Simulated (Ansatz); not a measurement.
Frontier orbitals of ClH5N3Ta (`[NH]=[Ta]([NH2])([NH2])[Cl]`).

Charge 0, multiplicity 1. Correlated methods include outer-core shells of Ta, which these sets cover unevenly. Ta: def2 effective core potential. Geometry: relaxed with PBE0-D4/def2-TZVP. It is one conformer, not always the lowest. Basis def2-TZVPP, Ansatz 0.2.0.

| functional | HOMO (eV) | LUMO (eV) | gap (eV) |
| --- | --- | --- | --- |
| LDA (SPW92) | -6.30 | -1.54 | 4.76 |
| PBE | -6.11 | -1.32 | 4.79 |
| r2SCAN | -6.41 | -1.15 | 5.26 |
| PBE0 | -7.47 | -0.48 | 6.99 |
| HSE06 (plane-wave form) | -7.06 | -0.86 | 6.20 |
| BHLYP | -8.73 | 0.47 | 9.20 |
| LC-ωPBE | -10.27 | 1.77 | 12.04 |
| ωB97M-V | -9.76 | 1.22 | 10.98 |
| HF | -10.75 | 2.25 | 13.00 |

A quarter of exact exchange (PBE0) shifts PBE's HOMO by −1.36 eV and its LUMO by +0.84 eV; full exchange at long range (ωB97M-V) shifts them by −3.65 and +2.54 eV. The gap opens from 4.79 to 10.98 eV, since occupied levels lose self-interaction and empty ones feel all the electrons. A positive LUMO is unbound and depends on the basis.

LC-ωPBE has ω = 0.4 bohr⁻¹.
